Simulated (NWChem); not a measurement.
System meant: SeIF; SMILES F[Se]I

NWChem input:

```
start job
memory heap 200 mb stack 900 mb global 1100 mb
geometry units angstroms noautoz
  Se    -0.381545     1.299769     0.000000
  F      1.290960     1.935855     0.000000
  I      0.025968    -1.198765     0.000000
end
basis spherical
  * library def2-svp
end
dft
  xc b3lyp
  iterations 150
  mulliken
end
task dft energy
```

End of the output:

```
             Grid Information
             ----------------
          Grid used for XC integration:  medium
          Radial quadrature: Mura-Knowles
          Angular quadrature: Lebedev.
          Tag              B.-S. Rad. Rad. Pts. Rad. Cut. Ang. Pts.
          ---              ---------- --------- --------- ---------
          Se                  1.15      112           8.0       590
          F                   0.50       49          10.0       434
          I                   1.40      123           8.0       590
          Grid pruning is: on
          Number of quadrature shells:   284
          Spatial weights used:  Erf1

          Convergence Information
          -----------------------
          Convergence aids based upon iterative change in
          total energy or number of iterations.
          Levelshifting, if invoked, occurs when the
          HOMO/LUMO gap drops below (HL_TOL):  1.00D-02
          DIIS, if invoked, will attempt to extrapolate
          using up to (NFOCK): 10 stored Fock matrices.

                    Damping( 0%)  Levelshifting(0.5)       DIIS
                  --------------- ------------------- ---------------
          dE  on:    start            ASAP                start
          dE off:    2 iters        150 iters           150 iters

      Screening Tolerance Information
      -------------------------------
          Density screening/tol_rho:  1.00D-10
          AO Gaussian exp screening on grid/accAOfunc:  14
          CD Gaussian exp screening on grid/accCDfunc:  20
          XC Gaussian exp screening on grid/accXCfunc:  20
          Schwarz screening/accCoul:  1.00D-08

      Superposition of Atomic Density Guess
      -------------------------------------

      charge =      53.0 I (Iodine)

      symmetry species            s     p     d     f
      number of basis functions =10     7     6
      number of cont. functions = 4     4     2
      number of closed shells   = 5     3     2
      number of open shells     = 0     1     0
      open shell occupation     = 0     5     0
 ------------------------------------------------------------------------
 atomscf:atomd: error in atom scf                   0
 ------------------------------------------------------------------------
 ------------------------------------------------------------------------
  current input line :
    16: task dft energy
 ------------------------------------------------------------------------
 ------------------------------------------------------------------------
 This error has not yet been assigned to a category
 ------------------------------------------------------------------------
 For more information see the NWChem manual at https://nwchemgit.github.io

0:atomscf:atomd: error in atom scf:Received an Error in Communication
```

Task: Find the fault in this run and fix the input.

Result: The run crashed. Cause: the def2 basis of a heavy element holds valence functions alone and wants its effective core potential (without it all electrons must fit into that basis). This input runs:
```
start job
memory heap 200 mb stack 900 mb global 1100 mb
geometry units angstroms noautoz
  Se    -0.381545     1.299769     0.000000
  F      1.290960     1.935855     0.000000
  I      0.025968    -1.198765     0.000000
end
basis spherical
  * library def2-svp
end
ecp
  I library def2-ecp
end
dft
  xc b3lyp
  iterations 150
  mulliken
end
task dft energy
```
It converges to -2798.83463 Ha (B3LYP/def2-SVP with def2 effective core potentials on I).
